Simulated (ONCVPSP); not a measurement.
# Pseudopotential generation for lead (Pb): ONCV, PBEsol, scalar-relativistic.

Input for ONCVPSP 4.0.1:

```
# ATOM AND REFERENCE CONFIGURATION
# atsym  z   nc   nv     iexc    psfile
  Pb 82.00   13    2  -116133      upf
#
#   n    l    f
    1    0    2.00
    2    0    2.00
    2    1    6.00
    3    0    2.00
    3    1    6.00
    3    2   10.00
    4    0    2.00
    4    1    6.00
    4    2   10.00
    4    3   14.00
    5    0    2.00
    5    1    6.00
    5    2   10.00
    6    0    2.00
    6    1    2.00
#
# PSEUDOPOTENTIAL AND OPTIMIZATION
# lmax
    2
#
#   l,   rc,      ep,       ncon, nbas, qcut
    0    1.60    0.00    5    9    3.60
    1    2.55    0.00    3    8    2.60
    2    2.15    0.22    4    7    3.80
#
# LOCAL POTENTIAL
# lloc, lpopt,  rc(5),   dvloc0
    4    5    1.20    0.00
#
# VANDERBILT-KLEINMAN-BYLANDER PROJECTORs
# l, nproj, debl
    0    1    1.90
    1    3    2.30
    2    3    1.70
#
# MODEL CORE CHARGE
# icmod, fcfact, rcfact
    0    0.00    0.00
#
# LOG DERIVATIVE ANALYSIS
# epsh1, epsh2, depsh
   -2.00    5.00    0.02
#
# OUTPUT GRID
# rlmax, drl
    6.00    0.01
#
# TEST CONFIGURATIONS
# ncnf
    4
# nvcnf
#   n    l    f
    2
    6    0    2.00
    6    1    1.00
#
    2
    6    0    2.00
    6    1    0.00
#
    2
    6    0    1.00
    6    1    0.00
#
    2
    6    0    1.00
    6    1    2.00
#
```

Command:

```bash
oncvpsp.x < Pb.dat > Pb.out
```

Resulting log (shortened: citation, most of the input echo, consistency checks and plot data are left out):

```
ONCVPSP  (Optimized Norm-Conservinng Vanderbilt PSeudopotential)
scalar-relativistic version 4.0.1

#   n    l    f        energy (Ha)
    1    0    2.00    -3.2379205E+03
    2    0    2.00    -5.7914536E+02
    2    1    6.00    -4.9673924E+02
    3    0    2.00    -1.3901794E+02
    3    1    6.00    -1.1539643E+02
    3    2   10.00    -9.1318287E+01
    4    0    2.00    -3.1460537E+01
    4    1    6.00    -2.3720614E+01
    4    2   10.00    -1.4769915E+01
    4    3   14.00    -4.8853617E+00
    5    0    2.00    -5.2988758E+00
    5    1    6.00    -3.1535426E+00
    5    2   10.00    -7.7766547E-01
    6    0    2.00    -4.4450995E-01
    6    1    2.00    -1.2923283E-01

Reference configufation results
  iterations    23
  all-electron total energy (Ha)   -2.08763193D+04

Begin loop to  construct optimized pseudo wave functions
and semi-local pseudopoentials for all angular momenta

Calculating optimized projector #   1

 for l=   0

    Fraction of norm inside rc  0.167963
    Optimizing pswf for qcut=   3.61 a_B^-1,  ecut=   6.51 Ha

optimize: ERROR ps0norm > uunorm, code will stop
```

The run stopped because the continuity conditions at rc already need more norm inside rc than the all-electron wave has, so norm conservation cannot be met.

The run took about 0.4 s on one core of a shared server CPU.
